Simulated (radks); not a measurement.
Task: The hafnium ion Hf27+, configuration [Kr] 4d8 5s1 (not the ground configuration). Calculated with a radial shooting solver on a logarithmic mesh with Libxc functionals: scalar-relativistic Kohn-Sham, LDA (Slater exchange, Perdew-Wang correlation), spin-unpolarised, spherical densities, point nucleus. Some entries of the table are withheld. Estimate them.

| orbital | occ. | eigenvalue (eV) | <1/r> (bohr^-1) |
|---|---|---|---|
| 1s | 2 | -66170.86 | 83.77 |
| 2s | 2 | -12104.25 | 19.55 |
| 2p | 6 | -10746.31 | 17.84 |
| 3s | 2 | -3488.576 | 7.261 |
| 3p | 6 | (1) | 6.739 |
| 3d | 10 | -2604.282 | 6.372 |
| 4s | 2 | -1371.797 | 3.312 |
| 4p | 6 | -1227.715 | (2) |
| 4d | 8 | -1046.369 | 2.855 |
| 5s | 1 | -713.0398 | 1.780 |

Result: 
(1) 3p eigenvalue (eV): -3082.661
(2) 4p <1/r> (bohr^-1): 3.080
